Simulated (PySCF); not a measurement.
C3H10O3Sn, SMILES C[CH](C)[Sn]([OH])([OH])[OH].

Coordinates come from a B3LYP-D3(BJ)/def2-SVP optimisation. The isomer is the one that the SMILES or the coordinates give; other isomers of the formula were not compared. The def2 effective core potentials stand for the cores of Sn; spin–orbit coupling is left out. Other conformers were not sampled.

Computed with PySCF with IEF-PCM-ωB97X/def2-SVP.

The values are the electrostatic part of the solvation free energy, E(continuum) − E(gas) at the gas-phase geometry, in a cavity of scaled van der Waals radii (PySCF's table); cavitation and dispersion terms are not included. A continuum can't describe solvent molecules that bind to the metal. In vacuum the orbital gap is 11.42 eV. The dipole moment in vacuum is 0.70 D.

Q: Estimate the values in water (ε = 78.36), benzene (ε = 2.27), toluene (ε = 2.37). (The exact figures need the calculation; the answer reports its results.)

A: 
```json
[
 {"solvent": "water", "ε": "78.36", "ΔG(elec) (kcal/mol)": "-10.8", "dipole (D)": "0.86", "gap (eV)": "11.41"},
 {"solvent": "benzene", "ε": "2.27", "ΔG(elec) (kcal/mol)": "-4.9", "dipole (D)": "0.79", "gap (eV)": "11.41"},
 {"solvent": "toluene", "ε": "2.37", "ΔG(elec) (kcal/mol)": "-5.2", "dipole (D)": "0.80", "gap (eV)": "11.41"}
]
```
